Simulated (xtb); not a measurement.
CH5AsGa, charge +1, singlet, geometry from GFN2-xTB (such geometries of metal compounds can be far from the true shape); GFN0-xTB run with xtb.

The xtb input:
```
$ xtb mol.xyz --gfn 0 --chrg 1 --ohess --json

# file mol.xyz
8

Ga    -0.26480194     0.69918643    -0.52061264
C     -0.83543884     2.30076768    -1.71543877
H     -1.70711157     2.79755934    -1.27679112
H     -1.09230900     1.94070960    -2.71727407
H     -0.01152453     3.01875020    -1.79098556
As     0.51746235    -1.22006838     0.91834543
H     -0.39845149    -2.08947204     0.08418954
H     -0.64536779    -0.88467631     1.82708655
```

It wrote (shortened):

```
   ID    Z sym.   atoms
    1   31 Ga     1
    2    6 C      2
    3    1 H      3-5, 7, 8
    4   33 As     6

           -------------------------------------------------
          |                Calculation Setup                |
           -------------------------------------------------

           -------------------------------------------------
          |                 G F N 0 - x T B                 |
           -------------------------------------------------

          ...................................................
          :                      SETUP                      :
          :.................................................:
          :  # basis functions                  34          :
          :  # atomic orbitals                  32          :
          :  # shells                           18          :
          :  # electrons                        16          :
          :  electronic temp.          300.0000000     K    :
          :  accuracy                    1.0000000          :
          :  -> integral cutoff          0.2500000E+02      :
          :  -> integral neglect         0.1000000E-07      :
          ...................................................

         :::::::::::::::::::::::::::::::::::::::::::::::::::::
         ::                     SUMMARY                     ::
         :::::::::::::::::::::::::::::::::::::::::::::::::::::
         :: total energy              -6.887567562022 Eh    ::
         :: gradient norm              0.017597344453 Eh/a0 ::
         :: HOMO-LUMO gap              2.365563679474 eV    ::
         ::.................................................::
         :: H0 energy                 -8.256594739721 Eh    ::
         :: repulsion energy           0.069412973077 Eh    ::
         :: electrostat energy         1.300781591676 Eh    ::
         :: -> Gsolv                   0.000000000000 Eh    ::
         ::    -> Gsasa                0.000000000000 Eh    ::
         ::    -> Gshift               0.000000000000 Eh    ::
         :: dispersion energy         -0.001167387054 Eh    ::
         :: short-range corr.          0.000000000000 Eh    ::
         :: add. restraining           0.000000000000 Eh    ::
         :: total charge               1.000000000000 e     ::
         :::::::::::::::::::::::::::::::::::::::::::::::::::::

      -----------------------------------------------------------
     |                   =====================                   |
[...]
 * total energy  :    -6.8875676 Eh     change        0.0000000E+00 Eh
 * total energy  :    -6.8889275 Eh     change       -0.1359930E-02 Eh
 * total energy  :    -6.8892997 Eh     change       -0.3722111E-03 Eh
 * total energy  :    -6.8894535 Eh     change       -0.1537921E-03 Eh
 * total energy  :    -6.8895060 Eh     change       -0.5249582E-04 Eh
 * total energy  :    -6.8895465 Eh     change       -0.4049878E-04 Eh
 * total energy  :    -6.8895742 Eh     change       -0.2766826E-04 Eh
 * total energy  :    -6.8895924 Eh     change       -0.1823391E-04 Eh
 * total energy  :    -6.8896030 Eh     change       -0.1058835E-04 Eh
 * total energy  :    -6.8896090 Eh     change       -0.5999806E-05 Eh
 * total energy  :    -6.8896121 Eh     change       -0.3074080E-05 Eh
   *** GEOMETRY OPTIMIZATION CONVERGED AFTER 11 ITERATIONS ***
         :: total energy              -6.889612054495 Eh    ::
[...]
   ------------------------------------------------------------------------
       1     13.37    -2.21662 (  0.51%)    -1.44591 ( 99.49%)    -1.44983
       2     50.68    -1.42835 ( 51.35%)    -1.05217 ( 48.65%)    -1.24533
       3     52.94    -1.40257 ( 55.70%)    -1.03923 ( 44.30%)    -1.24160
       4    176.39    -0.70550 ( 99.36%)    -0.68297 (  0.64%)    -0.70536
       5    270.01    -0.47588 ( 99.88%)    -0.55688 (  0.12%)    -0.47598
   ------------------------------------------------------------------------

   temp. (K)  partition function   enthalpy   heat capacity  entropy
                                   cal/mol     cal/K/mol   cal/K/mol   J/K/mol
 298.15  VIB  0.130E+04             2995.563     13.940     20.578
         ROT  0.817E+05              888.752      2.981     25.458
         INT  0.107E+09             3884.315     16.921     46.036
         TR   0.199E+28             1481.254      4.968     41.132
         TOT                        5365.5691    21.8892    87.1675   364.7087

       T/K    H(0)-H(T)+PV         H(T)/Eh          T*S/Eh         G(T)/Eh
   ------------------------------------------------------------------------
    298.15    0.855058E-02    0.543772E-01    0.414161E-01    0.129611E-01
   ------------------------------------------------------------------------

         :::::::::::::::::::::::::::::::::::::::::::::::::::::
         ::                  THERMODYNAMIC                  ::
         :::::::::::::::::::::::::::::::::::::::::::::::::::::
         :: total free energy          -6.876650974363 Eh   ::
         ::.................................................::
         :: total energy               -6.889612054495 Eh   ::
         :: zero point energy           0.045826574513 Eh   ::
         :: G(RRHO) w/o ZPVE           -0.032865494381 Eh   ::
         :: G(RRHO) contrib.            0.012961080132 Eh   ::
         :::::::::::::::::::::::::::::::::::::::::::::::::::::

optimized geometry written to: xtbopt.xyz

           -------------------------------------------------
          | TOTAL ENERGY               -6.889612054495 Eh   |
          | TOTAL ENTHALPY             -6.835234901352 Eh   |
          | TOTAL FREE ENERGY          -6.876650974363 Eh   |
          | GRADIENT NORM               0.000205118727 Eh/α |
          | HOMO-LUMO GAP               2.561521721605 eV   |
           -------------------------------------------------

normal termination of xtb
```
